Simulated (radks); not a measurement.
Q: Radial electron density D(r) = 4 pi r^2 rho(r) of an atom or ion with 22 electrons. All-electron calculation, non-relativistic Kohn-Sham, PBE, spin-polarised, spherical densities, point nucleus. Program: a radial shooting solver on a logarithmic mesh with Libxc functionals.

```
   r/bohr * D(r) (the largest magnitude, 29.5, reaches the edge; | marks zero)
 0.007726 |       *
 0.009981 |           *
  0.01289 |                 *
  0.01652 |                       *
  0.02134 |                                *
  0.02757 |                                        *
  0.03561 |                                               *
  0.04563 |                                                  *
  0.05895 |                                                *
  0.07614 |                                          *
  0.09758 |                                      *
    0.126 |                                        *
   0.1628 |                                                *
   0.2086 |                                                      *
   0.2695 |                                                 *
   0.3482 |                                 *
   0.4461 |                   *
   0.5763 |                *
   0.7444 |                    *
    0.954 |                    *
    1.232 |             *
    1.592 |      *
     2.04 |  *
    2.635 |*
    3.404 *
    4.362 *
    5.634 *
```

What is the nuclear charge?

A: Z = 23. The innermost maximum, from 1s, lies near 1/Z = 0.0435 bohr (found: 0.0467), and its height grows with Z. The density is that of the vanadium ion V+ in [Ar] 3d4; the configuration itself is not fixed sharply by these data, and Z only to about a unit. D(r) has 3 maxima, at r = 0.0467, 0.217, 0.833 bohr, and minima at 0.104, 0.536 bohr, inside which lie 2.13, 10.53 electrons.
